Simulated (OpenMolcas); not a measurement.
## Sm+: from CASSCF to CASPT2

```
Program             : OpenMolcas 26.06
Basis               : ANO-RCC-VDZP [7s6p4d2f1g]
Scalar Hamiltonian  : DKH2, point nucleus
Active space        : 7 electrons in 8 orbitals (4f 6s)
State averaging     : 2S+1 = 8 even, 7 roots; 2S+1 = 6 even, 69 roots kept (CI in the orbitals of an earlier block); 2S+1 = 4 even, 42 roots kept (CI in the orbitals of an earlier block)
Spin-orbit coupling : state interaction with AMFI integrals over the reference wave functions, term energies averaged over their components
```

Methods on the same reference wave functions:
A. CASSCF
B. SS-CASPT2, IPEA 0.25 Eh, imaginary shift 0.1 Eh (closed shells correlated: 5s 5p)
C. MS-CASPT2, IPEA 0.25 Eh, imaginary shift 0.1 Eh (closed shells correlated: 5s 5p)

Energies in eV above 4f6 6s 8F 1/2, the measured ground level; measured values from NIST Handbook of Basic Atomic Spectroscopic Data.

| Level | A | B | C | Measured |
| --- | --- | --- | --- | --- |
| 4f6 6s 8F 1/2 | 0.0000 | 0.0000 | 0.0000 | 0.0000 |
| 4f6 6s 8F 3/2 | 0.0386 | 0.0396 | 0.0396 | 0.0405 |
| 4f6 6s 8F 5/2 | 0.1007 | 0.1040 | 0.1040 | 0.1039 |
| 4f6 6s 8F 7/2 | 0.1820 | 0.1879 | 0.1879 | 0.1846 |
| 4f6 6s 6F 1/2(1) | 0.2732 | 0.1702 | 0.1702 | 0.1882 |
| 4f6 6s 8F 9/2 | 0.2778 | 0.285 | 0.285 | 0.2775 |
| 4f6 6s 6F 3/2(1) | 0.3342 | 0.2356 | 0.2356 | 0.2484 |
| 4f6 6s 8F 11/2 | 0.3850 | 0.393 | 0.393 | 0.3785 |
| 4f6 6s 6F 5/2(1) | 0.4255 | 0.331 | 0.331 | 0.3334 |
| 4f6 6s 8F 13/2 | 0.5032 | 0.511 | 0.511 | 0.4847 |
| 4f6 6s 6F 7/2(1) | 0.5355 | 0.443 | 0.443 | 0.4338 |
| 4f6 6s 6F 9/2(1) | 0.6523 | 0.560 | 0.560 | 0.5438 |
| 4f6 6s 6F 11/2(1) | 0.7644 | 0.668 | 0.668 | 0.6593 |
| 4f6 6s 6D 1/2 | 2.5662 | 2.242 | 2.242 |  |
| 4f6 6s 6D 3/2 | 2.6576 | 2.328 | 2.328 |  |
| 4f6 6s 4D 1/2 | 2.7934 | 2.399 | 2.399 |  |
| 4f6 6s 6D 5/2 | 2.8309 | 2.498 | 2.498 |  |
| 4f6 6s 4D 3/2 | 2.9748 | 2.580 | 2.580 |  |
| 4f6 6s 6D 7/2 | 3.0997 | 2.765 | 2.765 |  |
| 4f6 6s 4D 5/2 | 3.2682 | 2.869 | 2.869 |  |
| 4f6 6s 6L 11/2 | 3.3096 | 3.338 | 3.338 |  |
| 4f6 6s 6L 13/2 | 3.3510 | 3.376 | 3.376 |  |
| 4f6 6s 6L 15/2 | 3.4020 | 3.427 | 3.427 |  |
| 4f6 6s 6L 17/2 | 3.4621 | 3.488 | 3.488 |  |

Deviations, from unrounded energies. A percentage is the sum of absolute deviations over the sum of measured energies, with the sign that they share, or ± where signs differ.

| Against measurement | Levels | A | B | C |
| --- | --- | --- | --- | --- |
| mean absolute deviation (cm-1) | 12 | 410 | 81 | 81 |
| fine structure of the ground term (%) | 6 | ±2.3 | ±3.6 | ±3.6 |
| other terms of the ground configuration (%) | 6 | +24.0 | ±2.8 | ±2.8 |

B, C lie about equally close to measurement and A furthest from it. The largest miss of B in the table is 4f6 6s 8F 13/2, by +210 cm-1. The ranking rests on the paired levels alone, and a cruder setting can come out closer through cancelling errors.

Between B and C no level of the table moves by more than 5 cm-1.

The two smallest mean deviations differ by little beside CASPT2's spread within terms, so their order carries little weight.

From A to B the spin-free energies of the other terms of 4f6 6s shown, above 8F, scale by factors of 0.61 to 1.00.

The lowest spin-free term lies below A's lowest term by 0.431 hartree in B, 0.431 hartree in C.

Term energies are means over components that CASPT2 splits; among the terms shown or strongly mixed into the levels shown the widest spread is 920 cm-1 (4f6 6s 6L, C). High states are left out of the spin-orbit mixing, which shifts the levels that they would mix with. Terms from blocks run as CI alone lack orbitals of their own. Without dynamic correlation excited terms often stand tens of per cent too high (terms of higher spin than the ground term too low), and those without a measured partner can miss by more than the paired ones (holds for A). Computed and measured levels are paired by configuration, term and J; levels that our copy of the source lacks, or whose pairing is in doubt (as where it misses far off the trend of its configuration), stay unpaired and out of the deviations. Levels of configurations outside the active space are missing. Levels that lie high or do not pair safely by name in every column are left out.

A number in round brackets counts repeated terms of one configuration in the order of the reference energies.
